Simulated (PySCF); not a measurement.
Zn(F)(GeH3) (FGeH3Zn), SMILES [F][Zn][GeH3].

Coordinates come from a PBE0-D3(BJ)/def2-SVP optimisation. The structure was generated by enumeration; whether it is a known compound was not checked.

These are C-PCM-PBE0/def2-SVP (PySCF 2.14.0) values and carry that method's errors.

The values are the electrostatic part of the solvation free energy, E(continuum) − E(gas) at the gas-phase geometry, in a cavity of scaled van der Waals radii (PySCF's table); cavitation and dispersion terms are not included. A continuum can't describe solvent molecules that bind to the metal. In vacuum the orbital gap is 7.65 eV. The dipole moment in vacuum is 2.07 D.

```csv
solvent,ε,ΔG(elec) (kcal/mol),dipole (D),gap (eV)
water,78.36,?,?,?
tetrahydrofuran,7.43,-13.4,1.64,7.59
2-propanol,19.26,-14.8,1.57,7.58
```

### Question
Fill in the missing entries. (An estimate is asked for; the answer gives what the named calculation found.)

### Answer

- water, ΔG(elec) (kcal/mol): -15.6
- water, dipole (D): 1.53
- water, gap (eV): 7.58
